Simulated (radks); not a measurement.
Dynamic dipole polarisability and lines of the nitrogen ion N3+, [He] 2s2. All-electron calculation, non-relativistic Kohn-Sham, exchange-only LDA, spin-polarised, spherical densities, point nucleus. Program: a radial shooting solver on a logarithmic mesh with Libxc functionals. Time-dependent linear response with the Hartree and adiabatic exchange-only LDA kernel, continuum included through the Sternheimer equations. Lines are the poles of the dipole polarisability below minus the highest occupied eigenvalue, found on a grid refined at the orbital gaps; the lowest seven at most are given, and weak or close lines can be missed. The first line takes the name of the lowest orbital gap if no other gap lies below it; otherwise a line is named after a gap within 0.6 % of it, if that gap stands alone.

photon energy (eV)  alpha (bohr^3)
0                            2.101
3.258                        2.195
7.602                        2.755
11.946                       5.338
16.289                      -10.99
20.633                      -1.940
24.977                     -0.8366
29.321                     -0.4003
33.665                     -0.1434
38.009                     0.07573
42.353                      0.4208
46.696                       8.110
51.040                     -0.4954
55.384                      0.2524
59.728                      0.1418

Lines (eV, oscillator strength): 15.061 (82.32 nm, 2s-2p), f = 0.583; 46.991 (26.38 nm, 2s-3p), f = 0.303; 56.556 (21.92 nm, 2s-4p), f = 0.0830; 60.321 (20.55 nm, 2s-5p), f = 0.0360. Higher lines, where found, are left out when the end of the mesh affects them. Those listed give 97 % of the static polarisability (sum of f/w^2). Orbital energy gaps for comparison: 2s-2p 10.642 eV; 2s-3p 47.243 eV; 2s-4p 56.619 eV; 2s-5p 60.350 eV. At laser wavelengths: 1550 nm 2.106, 1064 nm 2.112, 780 nm 2.122, 532 nm 2.148, 355 nm 2.210, 266 nm 2.304, 193 nm 2.527 bohr^3.
